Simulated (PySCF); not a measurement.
Method: TPSSh-D3(BJ)/def2-TZVP // CAM-B3LYP-D3(BJ)/def2-TZVP run with PySCF. Isolated molecules, 0 K electronic values unless said otherwise. One relaxed conformer stands for a flexible species; it need not be the lowest. Excitations are Tamm–Dancoff values on a coarser integration grid. The basis has no diffuse functions, so Rydberg states are missing or too high.

Reference species (SMILES): `C(=C\C(=C)Cl)/[SiH3]` (Cl–C–C–C torsion 0°) (neutral, multiplicity 1).

| Property | Value |
|---|---|
| LUMO | -1.93 eV |
| HOMO–LUMO gap | 4.67 eV |
| S1–T1 gap (TDA) | 2.42 eV |
| S1 excitation (TDA) | 5.52 eV |

After one change: the LUMO falls by 0.05 eV; the HOMO–LUMO gap falls by 0.07 eV; the S1–T1 gap (TDA) increases by 0.02 eV; the S1 excitation (TDA) is nearly the same.

Task: Name the change that produced these shifts. The new species is one of these.
A) `C=C/C([SiH3])=C/Cl` (C–C–C–Si torsion 0°)
B) `C=C/C([SiH3])=C\Cl` (C–C–C–Si torsion 0°)
C) `C=C([SiH3])/C=C/Cl` (Si–C–C–C torsion 0°)
D) `C=C/C(Cl)=C/[SiH3]` (C–C–C–Cl torsion 0°)

Result: D, `C=C/C(Cl)=C/[SiH3]` (C–C–C–Cl torsion 0°)
